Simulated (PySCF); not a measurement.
A structure optimised at B3LYP-D3(BJ)/def2-SVP, used in a PySCF frequency run:

```xyz
10

C      3.1086    -0.0066    -0.5259
C      2.1958    -0.3210     0.2151
Si     0.7673    -0.7658     1.2682
Si    -1.1817    -0.2495     0.0691
F     -1.2630    -1.1957    -1.2522
Cl    -1.0413     1.7216    -0.5502
H      3.9180     0.2700    -1.1772
H      0.7806     0.0368     2.5239
H      0.8041    -2.2160     1.6090
H     -2.4585    -0.4161     0.8099
```
Charge 0, spin multiplicity 1.

Question: Write its SMILES and formula.

Answer: C#C[SiH2][Si@H](F)Cl, C2H4ClFSi2

Question: What are its rotational constants (standard atomic weights)?

Answer: 2.2433, 1.1739, 1.0086 GHz
